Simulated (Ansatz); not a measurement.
Ansatz (an electronic-structure program) input:

Ansatz 0.2 input:
```yaml
crystal:
  periodic: [false, false, false]
  atoms:
    - {symbol: Si, position_ang: [0.56598055, 0.84934834, -0.23386571]}
    - {symbol: C, position_ang: [1.67946609, -0.64175829, 0.07659404]}
    - {symbol: F, position_ang: [1.12160192, 2.12027232, 0.59875022]}
    - {symbol: N, position_ang: [-1.01566112, 0.59066535, 0.39363223]}
    - {symbol: Si, position_ang: [-2.07010448, -0.78575250, 0.27366775]}
    - {symbol: H, position_ang: [0.56607606, 1.31270470, -1.61713785]}
    - {symbol: H, position_ang: [1.31089116, -1.52230484, -0.43938899]}
    - {symbol: H, position_ang: [2.68957867, -0.45196402, -0.27373493]}
    - {symbol: H, position_ang: [1.73567528, -0.87945278, 1.13538334]}
    - {symbol: H, position_ang: [-1.40373872, 1.37988703, 0.88607043]}
    - {symbol: H, position_ang: [-1.59022374, -1.62539051, -0.81641046]}
    - {symbol: H, position_ang: [-3.43437417, -0.28975385, 0.11251431]}
basis:
  gaussian:
    orbitals: def2-TZVP
hamiltonian:
  xc: b3lyp
  dispersion: d3bj
magnetization: {spin_polarized: true, initial_magnetization: 1}
relax: {f_tol: 0.002, max_steps: 150}
```

### Question
What final total energy does it print?

### Answer
-776.15305 Eh (B3LYP-D3(BJ)/def2-TZVP). The basis has 209 functions.

It need not be the lowest isomer of its formula.
